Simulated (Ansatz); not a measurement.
```yaml
crystal:
  periodic: [false, false, false]
  atoms:
    - {symbol: C, position_ang: [-0.327303, -0.639769, 1.365208]}
    - {symbol: C, position_ang: [-0.346009, 0.509080, 0.388975]}
    - {symbol: O, position_ang: [0.796392, 0.448989, -0.460097]}
    - {symbol: B, position_ang: [0.685875, 0.225562, -1.769729]}
    - {symbol: Cl, position_ang: [2.155035, 0.147432, -2.730094]}
    - {symbol: H, position_ang: [-1.171679, -0.559095, 2.053605]}
    - {symbol: H, position_ang: [0.595393, -0.634604, 1.947998]}
    - {symbol: H, position_ang: [-0.400025, -1.596104, 0.843002]}
    - {symbol: H, position_ang: [-0.297005, 1.466196, 0.914161]}
    - {symbol: H, position_ang: [-1.257366, 0.498226, -0.217616]}
    - {symbol: H, position_ang: [-0.368008, 0.077087, -2.314713]}
basis:
  gaussian: {orbitals: aug-cc-pVDZ, final_grid: {core_spheres: 20, valence_spheres: 16, degree: 47}}
magnetization: {spin_polarized: true, initial_magnetization: 8}
hamiltonian: {xc: {name: revPBE0}}
output: {forces: true}
```

```sh
$ ansatz run in.yaml --threads 4 --pin off --events-out ev --progress --plain --max-ram 10444MiB
```

It prints (some lines left out):

```
Functional definition: revPBE0
1692 factors; integrals over basis functions are off by at most 5.4e-4 eV
mean field evaluation 1: about -17340.2769 eV, gradient 7.3e1 eV
mean field evaluation 2: about -16351.3650 eV, gradient 3.4e2 eV
mean field evaluation 4: about -17364.2488 eV, gradient 5.3e1 eV
mean field evaluation 8: about -17383.4825 eV, gradient 2.9e0 eV
mean field evaluation 16: about -17383.7868 eV, gradient 1.6e-1 eV
mean field evaluation 32: about -17383.8261 eV, gradient 7.4e-2 eV
mean field evaluation 64: about -17383.8316 eV, gradient 9.3e-2 eV
mean field -17383.83455969 eV, -638.8441368823 hartree, gradient 3.4e-7 eV, S^2 20.012617; 10 other end points of the search recorded, 0 dependent functions left out
reference -17383.83460660 eV, -638.8441386064 hartree; 28, 20 occupied and 145, 153 virtual orbitals, 1692 factors
Total energy: -17383.83460660 eV, -638.8441386064 hartree
Atom 0 at    -0.327303    -0.639769     1.365208 Å, force    -2.970389     0.666230    -0.593655 eV/Å
Atom 1 at    -0.346009     0.509080     0.388975 Å, force     0.804300    -1.556009     5.468501 eV/Å
Atom 2 at     0.796392     0.448989    -0.460097 Å, force     0.814824     0.949592     4.213239 eV/Å
Atom 3 at     0.685875     0.225562    -1.769729 Å, force     0.238777    -0.430971    -1.981586 eV/Å
Atom 4 at     2.155035     0.147432    -2.730094 Å, force     5.738423    -0.511462    -4.930985 eV/Å
Atom 5 at    -1.171679    -0.559095     2.053605 Å, force    -0.304020     0.268441     0.077738 eV/Å
Atom 6 at     0.595393    -0.634604     1.947998 Å, force     2.171843    -0.049192     0.578454 eV/Å
Atom 7 at    -0.400025    -1.596104     0.843002 Å, force     0.510178    -0.979927    -0.332173 eV/Å
Atom 8 at    -0.297005     1.466196     0.914161 Å, force    -0.443871     2.018248     1.059283 eV/Å
Atom 9 at    -1.257366     0.498226    -0.217616 Å, force    -2.735117     0.023500    -2.046523 eV/Å
Atom 10 at    -0.368008     0.077087    -2.314713 Å, force    -3.824948    -0.398451    -1.512293 eV/Å
Dipole moment:     0.177958    -0.230898    -0.631246 e Å
```

In this input the spin is set far too high for this molecule. The run converged. The result belongs to that input, not to the molecule as meant.
